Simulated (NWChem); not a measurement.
CH6Cl2Si2 (SMILES [SiH3]C[SiH](Cl)Cl): name the method

CH6Cl2Si2: 11 atoms, total charge 0, spin state singlet. As SMILES, `[SiH3]C[SiH](Cl)Cl`. Geometry: relaxed at PBE0-D4/def2-TZVP. This is one conformer, not always the lowest.

```xyz
11

Si   -1.3214    0.7596    0.5938
C     0.5013    0.5542    0.1749
Si    0.9157   -0.9936   -0.7396
Cl    0.2741   -2.6231    0.3235
Cl    2.9406   -1.1491   -1.0130
H    -1.5843    2.1613    1.0121
H    -2.1527    0.4555   -0.6012
H    -1.7028   -0.1577    1.6954
H     0.8213    1.3963   -0.4496
H     1.0892    0.5920    1.0976
H     0.2844   -1.0524   -2.0733
```

A calculation with NWChem 7.3.0 gave:

```yaml
total_energy: -1541.2068 Eh
dipole_moment: 2.17 D
HOMO_energy: -8.52 eV
LUMO_energy: 0.25 eV
HOMO–LUMO_gap: 8.78 eV
largest_force: 0.550 eV/Å
```

**Question.** Which of these levels gave the numbers?
A. HF/STO-3G
B. HF/3-21G
C. B3LYP/6-31G* (spherical functions)
D. B3LYP/6-31G* (Cartesian functions)

**Answer.** D. The others give -1521.4076 Eh (HF/STO-3G), -1541.1962 Eh (B3LYP/6-31G* (spherical functions)), -1530.6152 Eh (HF/3-21G).
